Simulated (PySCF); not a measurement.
I$_{3}$Sn (SMILES [I][Sn-]([I])[I]), charge -1, singlet, at a GFN2-xTB geometry (such geometries of metal compounds can be far from the true shape) (all electrons, no relativity).

Input for PySCF:
```python
from pyscf import gto, scf, dft

mol = gto.M(
    atom='''
Sn   -0.01199166   -0.00955401    0.94012760
I    -1.99356510   -1.58626723   -0.33726525
I    -0.37409393    2.52761379   -0.27480117
I     2.37897192   -0.93233334   -0.27484642
''',
    basis='3-21g',
    charge=-1,
    verbose=4,
    symmetry=True,
)

mf = dft.RKS(mol)
mf.xc = 'm062x'
mf.kernel()
mf.analyze()
```

Question: What is the computed number of basis functions (PySCF with M062X/3-21G)?

Answer: 124

Question: Give the total energy at the level M062X/3-21G.

Answer: -26670.4948 Eh

Question: What HOMO energy does M062X/3-21G give?

Answer: -3.22 eV

Question: Estimate the nuclear repulsion energy that M062X/3-21G returns for this input.

Answer: 2491.8171 Eh
